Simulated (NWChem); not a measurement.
Molecule: BeH$_{2}$SeS; SMILES [SH][Be][SeH]

```xyz
5

Be     0.0221    -0.6630     0.0375
S     -0.0510    -2.5650     0.1170
H      0.0046    -2.6917    -1.2302
Se     0.1343     1.3637    -0.0239
H     -1.3345     1.4587    -0.0892
```
Atoms are numbered in this order, from 1.

Computed with NWChem. STO-3G and 3-21G are far too small for this property and stand as cheap habits. All runs use the structure optimised with PBE0/def2-SVP. GIAO values for the isolated, static molecule; σ is the absolute isotropic shielding, δ = σ(reference) − σ with the isolated reference molecule computed at the same levels (1H: tetramethylsilane). Spin-orbit effects, on the heavy nuclei and on their neighbours, are missing.

For level Hartree-Fock/STO-3G:

σ Be1 (ppm): 81.2
σ S2 (ppm): 929.3
δ H3 (ppm): -0.11
σ Se4 (ppm): 2877.4
δ H5 (ppm): -0.30

### Question
What are these values for level PBE/pcSseg-1?

### Answer
| Property | Result |
|---|---|
| σ Be1 (ppm) | 76.3 |
| σ S2 (ppm) | 682.5 |
| δ H3 (ppm) | 1.01 |
| σ Se4 (ppm) | 2138.0 |
| δ H5 (ppm) | 0.55 |
